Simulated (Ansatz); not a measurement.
Two structures of SnHCl3, singlet, reached by relaxing down either side of one saddle point (PBE0-D4/def2-TZVP). Energies are electronic, without zero-point energy. Program: Ansatz 0.2.0. Basis: def2-TZVPP and def2-QZVPP. Cores are frozen in the correlated methods. Filled d shells of the heavier atoms are correlated. Core potentials replace the inner electrons of the atoms past krypton. The def2 sets are not built for correlating such inner shells, so the correlated values are less sure here. Extrapolation: Hartree–Fock as exp(−7.88 √X), correlation as X^−2.97. First:

```json
{"atom": "Sn1", "x (Å)": "1.2020", "y (Å)": "0.1731", "z (Å)": "-0.8328"}
{"atom": "Cl2", "x (Å)": "1.3125", "y (Å)": "-2.0793", "z (Å)": "-0.1167"}
{"atom": "Cl3", "x (Å)": "-1.1309", "y (Å)": "0.1661", "z (Å)": "-1.4941"}
{"atom": "H4", "x (Å)": "-1.1362", "y (Å)": "0.7388", "z (Å)": "0.7654"}
{"atom": "Cl5", "x (Å)": "-0.2473", "y (Å)": "1.0014", "z (Å)": "1.6782"}
```

Second:

```
atom    x (Å)    y (Å)    z (Å)
 Sn1   1.3917   0.2762  -0.3912
 Cl2   1.3356  -2.0661  -0.0611
 Cl3  -1.5010   0.3226  -1.2315
  H4  -1.4462   0.5706   0.0445
 Cl5   0.2200   0.8967   1.6394
```

Problem. Which bonds change from the first to the second?

Solution. SnCl₂ + HCl → SnCl₂ + HCl; bonds formed: Sn1–Cl5, Cl3–H4; bonds broken: Sn1–Cl3, H4–Cl5.

Problem. Give the saddle point's structure and its height above each. (To be estimated.)

Solution. Computed: 23.0 kJ/mol above the first and 23.0 kJ/mol above the second (CCSD(T) at an estimated basis limit (MP2 extrapolated from triple and quadruple zeta, plus CCSD(T) − MP2 in triple zeta)).
Sn1  (1.233, 0.243, -0.588)
Cl2  (1.318, -2.063, -0.090)
Cl3  (-1.334, 0.275, -1.181)
H4  (-1.061, 0.635, 0.311)
Cl5  (-0.156, 0.909, 1.549)
(Å)

The search had been set up for a insertion of a divalent centre (a silylene, a carbene or their kin) (forming Sn1–H4, Sn1–Cl5, breaking H4–Cl5); from that guess it ended on this step instead.

No T1 diagnostic of these runs exceeds 0.013.

For scale, one of the runs: CCSD(T)/def2-TZVPP, 190 basis functions (an equivalent command: `ansatz run in.yaml --threads 4`). Hardware: 4 CPU threads, shared host. Wall time 53 s; peak host memory 2.1 GiB.
